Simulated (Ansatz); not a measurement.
All values below come from B3LYP-D3(BJ)/def2-TZVP run with Ansatz (a first-principles code). No frequencies were computed at this level.

Ansatz 0.2 input:
```yaml
crystal:
  periodic: [false, false, false]
  atoms:
    - { symbol: B, position_ang: [-0.00086, 0.336105, -0.000001] }
    - { symbol: H, position_ang: [1.044542, -0.165512, -0.000003] }
    - { symbol: H, position_ang: [-1.043681, -0.170593, 0.000004] }
basis:
  gaussian: { orbitals: def2-tzvp }
hamiltonian:
  xc: b3lyp
  dispersion: d3bj
relax:
  max_steps: 150
magnetization:
  spin_polarized: true
  initial_magnetization: 1
```

Output:

```
Functional definition: B3LYP
257 factors; their error is unknown
mean field evaluation 1: about -705.3939 eV, gradient 9.2e0 eV
mean field evaluation 2: about -705.8699 eV, gradient 4.5e0 eV
mean field evaluation 4: about -706.0131 eV, gradient 1.1e-1 eV
mean field evaluation 8: about -706.0087 eV, gradient 1.0e-2 eV
mean field evaluation 16: about -705.3576 eV, gradient 3.4e0 eV
mean field -706.00870137 eV, -25.9453412256 hartree, gradient 3.0e-5 eV, S^2 0.751430; 1 other end points of the search recorded, 0 dependent functions left out
reference -706.00888677 eV, -25.9453480387 hartree; 4, 3 occupied and 39, 40 virtual orbitals, 257 factors
relax step   1: F+E_penalty+E_count = -706.03561631 eV  Δ(F+E_penalty+E_count) = +0.000e0 eV  max|allowed force component| = 6.826e-1 eV/Å  Δτ_max = 0.0000 Å  (31 SCF iters, accepted)
these checks for a lower state are left out or cut short: starts, cluster_reference, orbital_swaps, neighbouring_geometries, increment
257 factors; their error is unknown
mean field -706.02731305 eV, -25.9460251922 hartree, gradient 1.2e-5 eV, S^2 0.751468; 0 other end points of the search recorded, 0 dependent functions left out
reference -706.02749831 eV, -25.9460320002 hartree; 4, 3 occupied and 39, 40 virtual orbitals, 257 factors
relax step   2: F+E_penalty+E_count = -706.05422688 eV  Δ(F+E_penalty+E_count) = -1.861e-2 eV  max|allowed force component| = 1.804e-1 eV/Å  Δτ_max = 0.0233 Å  (29 SCF iters, accepted)
these checks for a lower state are left out or cut short: starts, cluster_reference, orbital_swaps, neighbouring_geometries, increment
257 factors; their error is unknown
mean field evaluation 32: about -706.0289 eV, gradient 1.2e-5 eV
mean field -706.02887272 eV, -25.9460825090 hartree, gradient 1.2e-5 eV, S^2 0.751472; 0 other end points of the search recorded, 0 dependent functions left out
reference -706.02905788 eV, -25.9460893134 hartree; 4, 3 occupied and 39, 40 virtual orbitals, 257 factors
relax step   3: F+E_penalty+E_count = -706.05579177 eV  Δ(F+E_penalty+E_count) = -1.565e-3 eV  max|allowed force component| = 2.452e-2 eV/Å  Δτ_max = 0.0071 Å  (30 SCF iters, accepted)
these checks for a lower state are left out or cut short: starts, cluster_reference, orbital_swaps, neighbouring_geometries, increment
257 factors; their error is unknown
mean field -706.02889771 eV, -25.9460834272 hartree, gradient 2.5e-5 eV, S^2 0.751468; 0 other end points of the search recorded, 0 dependent functions left out
reference -706.02908284 eV, -25.9460902305 hartree; 4, 3 occupied and 39, 40 virtual orbitals, 257 factors
relax step   4: F+E_penalty+E_count = -706.05581871 eV  Δ(F+E_penalty+E_count) = -2.694e-5 eV  max|allowed force component| = 4.493e-3 eV/Å  Δτ_max = 0.0013 Å  (23 SCF iters, accepted)
257 factors; their error is unknown
mean field -706.02889771 eV, -25.9460834272 hartree, gradient 2.5e-5 eV, S^2 0.751468; 2 other end points of the search recorded, 0 dependent functions left out
reference -706.02908284 eV, -25.9460902305 hartree; 4, 3 occupied and 39, 40 virtual orbitals, 257 factors
Total energy: -706.05600384 eV, -25.9470795590 hartree
Atom 0 at    -0.000822     0.336662    -0.000001 Å, force    -0.000018     0.004493    -0.000000 eV/Å
Atom 1 at     1.074508    -0.165708    -0.000003 Å, force    -0.000749    -0.002250     0.000000 eV/Å
Atom 2 at    -1.073685    -0.170954     0.000004 Å, force     0.000767    -0.002243     0.000000 eV/Å
Dipole moment:     0.000249    -0.102012     0.000000 e Å
```

Cost: around 2.8 core-seconds (rough).
